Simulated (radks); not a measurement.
Question: Species: Ag VII. Configuration: [Kr] 4d5. Method: scalar-relativistic Kohn-Sham, LDA (Slater exchange, Perdew-Wang correlation), spin-unpolarised, spherical densities, finite nucleus; Fermi nuclear charge, rms radius 4.5454 fm; computed with a radial shooting solver on a logarithmic mesh with Libxc functionals. Some entries of the table are withheld. Estimate them.

| orbital | occ. | eigenvalue (hartree) | <1/r> (bohr^-1) |
|---|---|---|---|
| 1s | 2 | -933.3643 | 49.38 |
| 2s | 2 | -140.6375 | 11.22 |
| 2p | 6 | -126.6162 | (1) |
| 3s | 2 | -28.74765 | (2) |
| 3p | 6 | -24.14193 | 3.757 |
| 3d | 10 | -16.86228 | 3.534 |
| 4s | 2 | -6.97165 | 1.559 |
| 4p | 6 | -5.58163 | 1.425 |
| 4d | 5 | -3.51691 | 1.176 |

Answer: 
(1) 2p <1/r> (bohr^-1): 10.84
(2) 3s <1/r> (bohr^-1): 3.941
